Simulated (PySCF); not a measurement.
**Niobium: a sound run and one with changed settings**

Sound run: Nb²⁺ [Kr] 4d3, Nb³⁺ [Kr] 4d2. All numbers are calculated (PySCF 2.14, scalar relativity through the core potential, in cc-pVTZ-PP with ECP28MDF (5s5p4d2f1g, 63 functions)). The sound run starts from symmetry-adapted Hartree-Fock orbitals and uses a fine grid where one is needed.

Changed run: initial guess 1e, at most 50 SCF cycles, level shift 10.0 hartree.

```json
{"species": "Nb²⁺", "method": "UHF", "sound run (hartree)": "-55.44967", "changed run (hartree)": "-55.44958", "converged": "no"}
{"species": "Nb²⁺", "method": "TPSS", "sound run (hartree)": "-55.85134", "changed run (hartree)": "-55.85011", "converged": "no"}
{"species": "Nb²⁺", "method": "PBE0", "sound run (hartree)": "-55.85528", "changed run (hartree)": "-55.85464", "converged": "no"}
{"species": "Nb³⁺", "method": "UHF", "sound run (hartree)": "-54.55919", "changed run (hartree)": "-54.51471", "converged": "no"}
{"species": "Nb³⁺", "method": "TPSS", "sound run (hartree)": "-54.92927", "changed run (hartree)": "-54.88895", "converged": "no"}
{"species": "Nb³⁺", "method": "PBE0", "sound run (hartree)": "-54.92433", "changed run (hartree)": "-54.89312", "converged": "no"}
```

A level shift slows the SCF but leaves a converged energy unchanged.
